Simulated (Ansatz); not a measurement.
`CO[SiH2]O[SiH](O)O` + HCl → `CO[SiH2]Cl` + `O[SiH](O)O`  (ligand exchange at the Si–O bond)

Program: Ansatz. Geometries: PBE0-D4/def2-TZVP. ΔE: electronic, gas phase. CBS: MP2 limit from def2 TZ/QZ plus the TZ coupled-cluster correction, frozen cores. This one scheme is used for every species. DFT in def2-TZVPP. B3LYP here is the variant with VWN-RPA as its local correlation; programs differ in this. Each species was taken in one conformer, which may not be the lowest.

(1) Is it downhill or uphill in electronic energy at CCSD(T)/CBS, and by how much? (Best estimate.)

(2) What do these levels give: r2SCAN-D4, B3LYP-D4, ωB97X-V, PBE0, B3LYP, SCS-MP2/def2-TZVPP, CCSD/def2-TZVPP, CCSD(T)/def2-TZVPP, HF/def2-QZVPP, MP2/def2-QZVPP, SCS-MP2/def2-QZVPP, HF/CBS(def2)? (Estimate.)

Largest T1 diagnostic among the species: 0.012.

## Answers

(1) The calculation gave: Uphill: ΔE = +5.3 kcal/mol.

(2) Ansatz gave: r2SCAN-D4 4.3, B3LYP-D4 5.7, ωB97X-V 4.7, PBE0 2.4, B3LYP 3.9, SCS-MP2/def2-TZVPP 5.6, CCSD/def2-TZVPP 6.2, CCSD(T)/def2-TZVPP 6.1, HF/def2-QZVPP 5.8, MP2/def2-QZVPP 4.8, SCS-MP2/def2-QZVPP 5.2, HF/CBS(def2) 5.9 kcal/mol.

The D4 term adds +1.8 kcal/mol with B3LYP and +1.1 kcal/mol with PBE0; it sums over pairs of atoms, weighted by their polarisabilities, and B3LYP, whose exchange is more repulsive, gets the larger term. From PBE to PBE0 (25 % exact exchange), in def2-TZVPP and without D4, ΔE moves by +0.9 kcal/mol.
